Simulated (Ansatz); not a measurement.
One change: `Cl[CH]([GeH3])Br` becomes `Cl[CH2][GeH3]`.

Ansatz, PBE0-D4/def2-TZVP geometries, multiplicity 1. 

Scalar relativity is left out up to krypton.

| property | `Cl[CH]([GeH3])Br` |
| --- | --- |
| HOMO–LUMO gap (B3LYP/def2-TZVPP) / eV | 6.55 |
| LUMO energy (PBE0/def2-TZVPP) / eV | -0.87 |
| LUMO energy (ωB97M-V/def2-TZVPP) / eV | 1.18 |
| HOMO energy (ωB97M-V/def2-TZVPP) / eV | -10.09 |
| size of the dipole moment (ωB97M-V/def2-TZVPP) / D | 1.68 |
| size of the dipole moment (B3LYP/def2-TZVPP) / D | 1.63 |

Q: What does the change do to each property? (Best estimate.)

A: Computed: 
| property | `Cl[CH2][GeH3]` | shift |
| --- | --- | --- |
| HOMO–LUMO gap (B3LYP/def2-TZVPP) / eV | 7.74 | 1.19 |
| LUMO energy (PBE0/def2-TZVPP) / eV | 0.27 | 1.14 |
| LUMO energy (ωB97M-V/def2-TZVPP) / eV | 2.05 | 0.87 |
| HOMO energy (ωB97M-V/def2-TZVPP) / eV | -10.20 | -0.11 |
| size of the dipole moment (ωB97M-V/def2-TZVPP) / D | 1.66 | -0.02 |
| size of the dipole moment (B3LYP/def2-TZVPP) / D | 1.64 | 0.01 |

With PBE0 the HOMO falls by 0.09 eV and the LUMO rises by 1.14 eV, so the gap widens by about 1.23 eV. PBE moves the HOMO by -0.04 eV and ωB97M-V by -0.11 eV. Dipoles are sizes alone; their direction can turn.

B3LYP here is the variant with VWN-RPA as its local correlation; programs differ in this.

Spin–orbit coupling is left out; it splits and shifts lone-pair levels of the heavy atoms by tenths of an eV.
